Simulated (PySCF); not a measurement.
CaCl, SMILES [Cl][Ca], multiplicity 2.

The structure is a stationary point at PBE0-D3(BJ)/def2-TZVPD. The multiplicity is an assumed one; other spin states were not compared.

The numbers are results of B3LYP/def2-TZVPD (PySCF), not measurements.

The molecule is in vacuum.

| Property | Result |
|---|---|
| total energy | -1137.89753 hartree |
| point group | C∞v |
| α spin, highest occupied and lowest empty level | -4.32 and -1.43 eV |
| β spin, highest occupied and lowest empty level | -7.78 and -2.58 eV |
| dipole moment | 4.20 D |
| mean static polarisability | 134.6 bohr³ (19.95 Å³) |
| polarisability, principal values | 122.2, 140.8, 140.8 bohr³ |
| ⟨S²⟩ | 0.750 (pure state 0.75) |
